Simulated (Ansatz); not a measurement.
Input file for Ansatz (a first-principles code): R-r2SCAN/def2-TZVPPD on AsFH4 (a complex), monomers drawn apart or pushed together. Files ending in .json are basis or fitting sets from the Basis Set Exchange.

Ansatz 0.2 input:
```yaml
crystal:
  periodic: [false, false, false]
  atoms:
    - {symbol: F, position_ang: [0.83298341, -0.55984759, -0.25489031]}
    - {symbol: H, position_ang: [0.55077934, -0.32185962, 0.60610121]}
    - {symbol: As, position_ang: [-0.74066345, 0.76931384, 4.57191773]}
    - {symbol: H, position_ang: [0.04988226, 0.39309785, 5.81173198]}
    - {symbol: H, position_ang: [-2.06974202, 0.31380560, 5.14614896]}
    - {symbol: H, position_ang: [-0.92769126, 2.21494530, 4.99482483]}
basis:
  gaussian:
    orbitals: def2-TZVPPD.json
hamiltonian:
  xc: {name: r2SCAN}
scf: {lower_state_search: off}
```

Output:

```
WARN ansatz: RAYON_NUM_THREADS=2 ignored (pool sized by the plan → 2); use --threads N
Functional definition: r2SCAN
these checks for a lower state are left out or cut short: stability, starts, cluster_reference, orbital_swaps, neighbouring_geometries, increment
integrals: 0.06 GiB planned
840 factors; their error is unknown
mean field: 0.46 GiB planned
mean field evaluation 1: about -63621.0581 eV, gradient 3.6e1 eV
mean field evaluation 2: about -63617.9724 eV, gradient 6.1e1 eV
mean field evaluation 4: about -63622.9443 eV, gradient 5.8e-1 eV
mean field evaluation 8: about -63622.9356 eV, gradient 2.3e-1 eV
mean field evaluation 16: about -63622.9357 eV, gradient 6.9e-6 eV
mean field -63622.93569425 eV, -2338.0997615889 hartree, gradient 6.9e-6 eV, S^2 0.000000; 0 other end points of the search recorded, 0 dependent functions left out
reference -63622.93571251 eV, -2338.0997622599 hartree; 23, 23 occupied and 139, 139 virtual orbitals, 840 factors
Total energy: -63622.93571251 eV, -2338.0997622599 hartree
Checks for a lower state left out: stability, starts, cluster_reference, orbital_swaps, neighbouring_geometries, increment
```

Self-consistency was reached.

Cost: about 1.2 core-seconds (a rough figure).
